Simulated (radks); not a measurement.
The numbers below are computed, except where a source is named.
Q: The mean radii <r> (bohr) of the occupied orbitals of an atom or ion are listed with their occupations. Level of theory: Dirac Kohn-Sham, LDA (Slater exchange, Perdew-Wang correlation), spin-unpolarised, spherical densities, point nucleus (a radial shooting solver on a logarithmic mesh with Libxc functionals).

orbital  occ.      <r>
1s1/2       2  0.03613
2s1/2       2   0.1579
2p1/2       2   0.1347
2p3/2       4   0.1392
3s1/2       2   0.4439
3p1/2       2   0.4392
3p3/2       4   0.4497
3d3/2       4   0.4312
3d5/2       6   0.4348
4s1/2       2    1.154
4p1/2       2    1.270
4p3/2       4    1.301
4d3/2       3    1.849

Name the element and its charge. Open shells, if any, fill j = l - 1/2 first.

A: Z = 41, niobium, charge +2: Nb2+ in [Kr] 4d3. The 1s radius gives Z: for a bare nucleus <r> = (2 gamma + 1)/(2Z) with gamma = sqrt(1 - (Z/c)^2), 0.03547 bohr for Z = 41, and screening makes it slightly larger (0.03613 here). The occupations add up to 39, and the charge is Z minus that.
